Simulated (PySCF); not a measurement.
Static response to an electric field

Species: CH7N3OSi2.
Structure used (GFN2-xTB), in Å, numbered top down from 1:
```xyz
14
CH7N3OSi2 angstrom
N      1.8799   -0.5408    0.9835
Si     0.7685   -0.6756   -0.3135
N      0.6819    0.7178   -1.3695
Si    -0.8626    1.3187   -0.8681
N     -0.8059   -0.0637    0.2146
C     -1.5292   -0.5238    1.2253
O     -1.2172   -1.4690    1.9171
H      2.8242   -0.8686    0.8619
H      1.5229   -0.8364    1.8803
H      0.6567   -1.9276   -1.0506
H      1.3287    1.0642   -2.0532
H     -1.9286    1.1753   -1.8530
H     -0.8507    2.5880   -0.1523
H     -2.4691    0.0409    1.3954
```

Level: PBE0/def2-SVPD (PySCF), static field, nuclei fixed, core orbitals frozen in the response. The polarisability tensor in these axes (au):

```
x    84.61  -6.34  -2.58
y    -6.34  83.87 -11.12
z    -2.58 -11.12  83.49
```

Problem. What are the eigenvalues, a third of the trace, and Δα (Δα² = ½Σ(αi − αj)² over the three pairs)?

Solution. Principal values 69.83, 86.54 and 95.59 au; mean 83.99 au = 12.45 Å³ = 13.85 × 10⁻⁴⁰ C²·m²/J; Δα = 22.63 au (27 % of the mean).

Problem. What is the dipole moment, and where does it point?

Solution. (1.80, 2.02, -2.58) D, 3.74 D in size, pointing from the negative to the positive side. Measured along this direction, the outermost atoms are O7 at the negative end and H11 at the positive end.

Problem. How large is μ²/3kT at 250 K beside α?

Solution. In Gaussian units μ²/3kT = 135.17 Å³ against 12.45 Å³, a ratio of 10.86; the Debye molar polarisation (4π/3)N_A(α + μ²/3kT) is 372.4 cm³/mol, leaving out the vibrational part.

Problem. Sum over states: ᾱ = Σ f/ω², ω in Eh. What share falls to these 6 lowest TDDFT singlets (eV, f)? 5.47, 0.0015; 5.57, 0.0109; 5.92, 0.0023; 6.06, 0.0026; 6.14, 0.0136; 6.69, 0.0492.

Solution. They add up to 1.48 au, 1.8 % of the 83.99 au; the largest single term is 0.82 au, from the state at 6.69 eV. Terms in order: 0.04, 0.26, 0.05, 0.05, 0.27, 0.82 au. Higher excitations give the rest. The strengths listed sum to 0.080.

Problem. Directions of the eigenvectors, and the extent of the frame along each?

Solution. Largest value along (-0.28, 0.74, -0.62), where the nuclei span 4.75 Å; middle along (0.87, -0.07, -0.48), 4.95 Å; least along (0.40, 0.67, 0.62), 3.00 Å. The strongest response doesn't lie along the longest of the three spans.

Problem. Find the Langevin capture rate constant for NH4+ (18.034 u) meeting this molecule (133.013 u), k = 2.342 × 10⁻⁹ cm³/s × √(α in Å³ / reduced mass in u).

Solution. The reduced mass is 15.88 u, so k = 2.07 × 10⁻⁹ cm³/s. The formula leaves out the permanent dipole, which adds to the capture rate.

Problem. What are the principal values of the traceless quadrupole moment, Θ = ½Σq(3rr − r²1), about the centre of nuclear charge?

Solution. -10.59, -3.27, 13.86 D·Å. The values depend on the origin, since the dipole doesn't vanish. The electronic extent ⟨r²⟩ about the same centre is 1032 bohr², a root-mean-square distance of 2.03 Å for the 70 electrons.

Geometry: GFN2-xTB, one conformer, isolated molecule.
